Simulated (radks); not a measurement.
The selenium ion Se+, 33 electrons, occupied as [Ar] 3d10 4s1.75 4p3 4d0.25 (fractional occupations, a model configuration). Method: scalar-relativistic Kohn-Sham, r2SCAN, spin-unpolarised, spherical densities, finite nucleus; meta-GGA in the generalised Kohn-Sham scheme; Fermi nuclear charge, rms radius 4.14 fm; computed with a radial shooting solver on a logarithmic mesh with Libxc functionals. Some entries of the table are withheld. Estimate them.

orbital,occ.,eigenvalue (Ry),<r> (bohr)
1s,2,(1),0.04409
2s,2,-120.0216,0.1957
2p,6,-105.5222,0.1711
3s,2,(2),0.5728
3p,6,(3),0.5887
3d,10,(4),0.6286
4s,1.75,-2.11061,(5)
4p,3,-1.22578,2.084
4d,0.25,-0.25917,4.598

Answer. 
(1) 1s eigenvalue (Ry): -922.4860
(2) 3s eigenvalue (Ry): -17.02789
(3) 3p eigenvalue (Ry): -12.43598
(4) 3d eigenvalue (Ry): -4.88934
(5) 4s <r> (bohr): 1.744
